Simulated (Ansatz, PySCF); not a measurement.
Atom: bromine atom, Br, charge 0, multiplicity 2.

Property: ionisation energy to the triplet, in eV. Terms: non-relativistic; LANL2DZ with its own core potentials from Na on; UHF or UKS for open shells; 6-31G* and kin with 6d, 5d where marked; spin-orbit terms left out; valence correlation only (noble-gas shells and the d and f shells of earlier blocks); each state is the SCF solution reached for its charge and spin.

Measured values: NIST ASD by pymatgen's periodic table; they hold spin-orbit and core effects. 

Value to compare with, the measured value: 11.81 eV.

```csv
level,program,ionisation energy to the triplet (eV),error
HF/LANL2DZ,Ansatz,10.80,-1.01
HF/6-31G*,Ansatz,10.77,-1.04
PBE/LANL2DZ,Ansatz,11.83,0.02
B3LYP/STO-3G,Ansatz,9.72,-2.09
B3LYP/3-21G,Ansatz,11.55,-0.26
B3LYP/LANL2DZ,Ansatz,11.91,0.10
B3LYP/6-31G*,Ansatz,11.93,0.12
M06-2X/LANL2DZ,PySCF,11.76,-0.05
MP2/LANL2DZ,Ansatz,10.95,-0.86
MP2/6-31G*,Ansatz,11.29,-0.52
M06-2X/def2-TZVPD,PySCF,11.71,-0.10
```

Among the 10 habitual levels, B3LYP/STO-3G lies farthest from the measured value (-2.09 eV); 3 of 10 lie above it, and their mean absolute error is 0.61 eV, the median 0.39. One case shows no general order.

The levels are drawn from those run, B3LYP/6-31G* more often than the rest, none by its result; runs whose electronic state is in doubt are left out.

Ansatz is an electronic-structure program.
